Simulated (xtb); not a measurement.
carbon diselenide (CSe₂), SMILES [Se]=C=[Se]. All values are semi-empirical tight-binding results from xtb (GFN2-xTB unless named), good for trends rather than for accurate numbers. Geometry: GFN2-xTB.

**Question.** Estimate the properties. (Estimate from the structure and the level; the computed values follow.)

**Answer.** 
```json
{
  "point_group_as_xtb_finds_it": "D∞h",
  "orbital_gap": "2.71 eV",
  "zero_point_energy": "3.2 kcal/mol",
  "G − E(el) at 298.15 K (modified RRHO)": "-12.8 kcal/mol",
  "static polarisability (D4 model)": "61.7 bohr³",
  "solvation energy, GFN2-xTB/ALPB(water)": "1.3 kcal/mol",
  "solvation energy, GFN2-xTB/ALPB(octanol)": "-2.3 kcal/mol"
}
```
